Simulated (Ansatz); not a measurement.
Stepwise reaction of `O[SiH](O)[SiH2][SiH3]` with hydrogen, as a gas-phase model of exchange steps in deposition or etching. ΔE in kJ/mol.

Gas-phase electronic energies from Ansatz, PBE0-D4/def2-TZVP geometries. CCSD(T)/CBS adds triple-zeta CCSD(T) − MP2 to the extrapolated MP2 energy (def2 sets, frozen cores). This one scheme is used for every species. DFT in def2-TZVPP. B3LYP here is the variant with VWN-RPA as its local correlation; programs differ in this. One conformer a species, not always the lowest.

```json
{"step": "1", "reaction": "`O[SiH](O)[SiH2][SiH3]` + H₂ → `O[SiH](O)[SiH3]` + SiH₄", "PBE-D4": "3.5", "B3LYP-D4": "-11.6", "ωB97M-V": "-15.5", "CCSD(T)/CBS": "-10.5"}
```

(1) Give the row of step 2, `O[SiH](O)[SiH3]` + H₂ → `O[SiH2]O` + SiH₄. (An estimate is asked.)

(2) By hand: ΔE of the 2 steps together at CCSD(T)/CBS.

## Answers

(1) Ansatz gave: 
```csv
step,reaction,PBE-D4,B3LYP-D4,ωB97M-V,CCSD(T)/CBS
2,`O[SiH](O)[SiH3]` + H₂ → `O[SiH2]O` + SiH₄,-13.9,-29.2,-34.8,-31.0
```

(2) (-10.5) + (-31.0) = -41.5 kJ/mol, or -20.8 kJ/mol a step.

In ΔE each step is lower than the one before. All are downhill at CCSD(T)/CBS. PBE-D4 differs from CCSD(T)/CBS by 14.0 to 17.1 kJ/mol a step. Isolated molecules leave out the surface, adducts and barriers. Largest T1 diagnostic: 0.013.
